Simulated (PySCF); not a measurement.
These 4 structures share the formula C3H7ClOSi. Computed with PySCF, PBE0-D3(BJ)/def2-SVP geometry optimisation, gas phase. Energies are electronic, without zero-point or thermal terms, for one conformer each. No frequencies were run at this level. Point groups hold within 0.08 Å.

**Question.** Rank from lowest to highest electronic energy at this level (kJ/mol).
A. `[Cl:1][SiH2:2][O:3][CH:4]1[CH2:5][CH2:6]1` with Cl1–Si2–O3–C4 -74°, Si2–O3–C4–C5 19°
B. `[SiH3:1][O:2]/[CH:3]=[CH:4]\[CH2:5][Cl:6]` with Si1–O2–C3–C4 159°, C3–C4–C5–Cl6 -115°
C. `[CH3:1]/[CH:2]=[C:3](\[Cl:4])[O:5][SiH3:6]` with C2–C3–O5–Si6 176°
D. `[CH3:1][O:2]/[CH:3]=[CH:4]\[SiH2:5][Cl:6]` with C1–O2–C3–C4 -176°, C3–C4–Si5–Cl6 -178°

**Answer.** A (0.0), D (87.1), C (117.9), B (139.8).

As drawn, the lowest has a three-membered ring, which the highest lacks; the highest has a C=C bond outside aromatic rings, which the lowest lacks.

```tsv
SMILES	E (Eh)	E rel (kJ/mol)	dipole (D)	point group	A, B, C (MHz)
Cl[SiH2]OC1CC1	-942.63011	0.0	1.61	C1	3887, 1553, 1267
CO/C=C\[SiH2]Cl	-942.59695	87.1	4.48	near Cs	10191, 823.3, 772.6
C/C=C(\Cl)O[SiH3]	-942.58521	117.9	0.25	near Cs	4411, 1388, 1076
[SiH3]O/C=C\CCl	-942.57685	139.8	2.80	C1	5975, 827.9, 771.4
```
